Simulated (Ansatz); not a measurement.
C₃H₉GeO₃, doublet, at a GFN2-xTB geometry; HF/3-21G in Ansatz (a first-principles code).

The Ansatz input:
Ansatz 0.2 input:
```yaml
crystal:
  periodic: [false, false, false]
  atoms:
    - {symbol: C, position_ang: [-0.61524808, 2.65818233, -0.46800372]}
    - {symbol: O, position_ang: [0.28408631, 1.64784883, -0.11625262]}
    - {symbol: Ge, position_ang: [-0.10083479, -0.02242942, 0.56830273]}
    - {symbol: O, position_ang: [1.31781254, -1.03513080, -0.03872724]}
    - {symbol: C, position_ang: [2.67630524, -0.70752986, -0.01681443]}
    - {symbol: O, position_ang: [-1.48251348, -0.58616227, -0.51787358]}
    - {symbol: C, position_ang: [-1.82210023, -1.89749953, -0.86193809]}
    - {symbol: H, position_ang: [-1.51316828, 2.25826774, -0.94273764]}
    - {symbol: H, position_ang: [-0.89692187, 3.25812136, 0.40276836]}
    - {symbol: H, position_ang: [-0.09602552, 3.30472965, -1.18266347]}
    - {symbol: H, position_ang: [2.84574333, 0.34645561, -0.24478378]}
    - {symbol: H, position_ang: [3.12649433, -0.95055028, 0.95054375]}
    - {symbol: H, position_ang: [3.15799107, -1.31747257, -0.78772475]}
    - {symbol: H, position_ang: [-2.45284980, -2.35723630, -0.09492566]}
    - {symbol: H, position_ang: [-2.39414742, -1.83870941, -1.79342067]}
    - {symbol: H, position_ang: [-0.93922721, -2.51722811, -1.02937874]}
basis:
  gaussian:
    orbitals: 3-21G.json
hamiltonian:
  xc: hf
magnetization: {spin_polarized: true, initial_magnetization: 1}
```
The basis file holds 3-21G in the JSON format of the Basis Set Exchange.

Task: Predict the main parts of the log of this Ansatz run.

Result: 
```
Functional definition: HF
1032 factors; integrals over basis functions are off by at most 1.0e-3 eV
mean field evaluation 1: about -65491.1831 eV, gradient 3.1e1 eV
mean field evaluation 2: about -65491.6802 eV, gradient 3.1e1 eV
mean field evaluation 4: about -65495.7717 eV, gradient 2.5e0 eV
mean field evaluation 8: about -65495.8507 eV, gradient 1.6e-1 eV
mean field -65495.85134475 eV, -2406.9281422371 hartree, gradient 6.2e-5 eV, S^2 0.767296; 0 other end points of the search recorded, 0 dependent functions left out
reference -65495.85134475 eV, -2406.9281422371 hartree; 42, 41 occupied and 53, 54 virtual orbitals, 1032 factors
Total energy: -65495.85134475 eV, -2406.9281422371 hartree
```
